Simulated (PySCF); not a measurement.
Excitation energy of Rb by level of theory

Rb [Kr] 5s1 (2S) → Rb [Kr] 4d1 (2D), as a difference of total energies. Calculation: PySCF 2.14, in aug-cc-pwCVTZ-X2C with one added diffuse shell each of s, p, d, f type (11s10p8d4f, 109 functions); the spin-free X2C one-electron Hamiltonian (Gaussian nucleus). Correlated levels: valence and next inner shell: [Ar] 3d10 frozen. The calculations carry no spin-orbit coupling.

| method | excitation energy (cm⁻¹) |
| --- | --- |
| UHF | 17574 |
| MP2 (valence and next inner shell) | 19368 |
| SCS-MP2 (valence and next inner shell) | 19021 |
| CCSD (valence and next inner shell) | 19222 |
| CCSD(T) (valence and next inner shell) | 19378 |

Errors of the correlated levels include the incompleteness of this basis and the frozen core.

The coupled-cluster amplitudes are large for the upper state (T1 above 0.03 or a double amplitude above 0.15), so a single reference is strained.

For comparison: 19355 cm⁻¹ (measured; NIST levels, between the centres of gravity of the two terms).
